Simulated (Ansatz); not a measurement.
A nudged elastic band was laid between two geometries of CH7NSn (10 atoms, charge 0, multiplicity 1).

Level of theory: RKS B3LYP/def2-SVP (Ansatz 0.2.0).

* movable images: 7
* climbing image: yes
* spring: 50.0 eV/Å²
* optimiser: quadratic models (default)
* start path: through a guess of the saddle point
* force threshold: 0.05 eV/Å
* iteration limit: 25
* end points: relaxed

Image 0:

```xyz
10
Properties=species:S:1:pos:R:3
C -0.926 0.767 -0.903
N -0.311 -0.496 -0.528
Sn 0.929 -0.632 1.110
H -1.719 0.603 -1.656
H -1.419 1.223 -0.028
H -0.237 1.534 -1.320
H 0.063 -0.987 -1.338
H 1.430 -2.274 1.171
H -0.035 -0.200 2.467
H 2.309 0.412 1.028
```

Image 8:

```xyz
10
Properties=species:S:1:pos:R:3
C -0.645 0.734 -1.144
N -0.768 -0.157 -0.001
Sn 0.858 -0.591 1.185
H -1.645 1.010 -1.527
H -0.160 1.677 -0.839
H -0.065 0.338 -2.005
H -1.310 -0.988 -0.231
H 2.188 -1.282 0.315
H 0.282 -1.696 2.368
H 1.348 0.903 1.881
```

(1) Which bonds break or form, and what moves?

(2) Give the energies along the band, and the barrier.

(3) What is the geometry of the highest image?

The band took 7 iterations and of the order of 6 core-minutes.

## Answers

(1) No bond is made or broken. The dihedral C1–N2–Sn3–H8 goes from -180 to -58°. The two ends are copies of one structure, up to a mirror image or an exchange of like atoms.

(2) The forces met the threshold. The highest image is number 4 of 0 to 8, 0.048 eV above the ends, which have the same energy within 2 meV. Another band between the same ends (7 images) ends at a top of the same energy, where a vibrational analysis finds 1 clearly imaginary mode.

```tsv
image	path coordinate (Å)	energy (eV)	dihedral C1–N2–Sn3–H8 (°)
0	0.00	0.000	-180
1	0.53	0.006	-164
2	1.06	0.022	-149
3	1.59	0.040	-134
4	2.12	0.048	-119
5	2.62	0.041	-103
6	3.12	0.023	-88
7	3.62	0.007	-73
8	4.12	0.000	-58
```

(3) 
```xyz
10
Properties=species:S:1:pos:R:3
C -0.742 0.799 -1.048
N -0.577 -0.435 -0.296
Sn 0.834 -0.623 1.193
H -1.695 0.783 -1.609
H -0.804 1.659 -0.361
H 0.062 1.028 -1.780
H -0.615 -1.252 -0.904
H 1.964 -1.864 0.787
H 0.037 -1.045 2.659
H 1.620 0.899 1.363
```

Time of the run: 5.8 min on 1 CPU thread of a shared host.
